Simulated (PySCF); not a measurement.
## How many f electrons in LaN?

Unrestricted PBE0; La x2c-TZVPall, N x2c-TZVPall; spin-free X2C with a Gaussian nucleus (PySCF 2.14). The search starts from ions with several 4f fillings and holds each by maximum overlap.

The lowest solution has 2Ms+1 = 1, about 0.1 4f electrons, near 1.80 Å.

Solutions at the starting distance of 2.070 Å, counted from the lowest; the search is not exhaustive:

```
2Ms+1  4f population  E (eV)  ⟨S²⟩  ⟨Lz²⟩  μ (D)
    1           0.09    0.00  0.00    0.0  -8.75
    3           0.11    0.39  2.01    0.0  -4.42
    1           0.11    0.61  1.02    1.1  -4.50
    3           0.10    1.07  2.01    4.0  -7.78
    3           0.14    1.71  2.01    1.0  -3.98
    5           0.08    2.42  6.01    5.0  -2.31
    5           0.11    3.12  6.01    2.1  -0.01
    5           0.11    3.29  6.01    2.2  -0.08
```

Partly filled real f orbitals mix terms, so no term symbols are given. A positive dipole means La(−)N(+).

Spin–orbit coupling is left out. Counting both spins, an empty level lies below a filled one in some of these solutions, because spin and occupation are held.
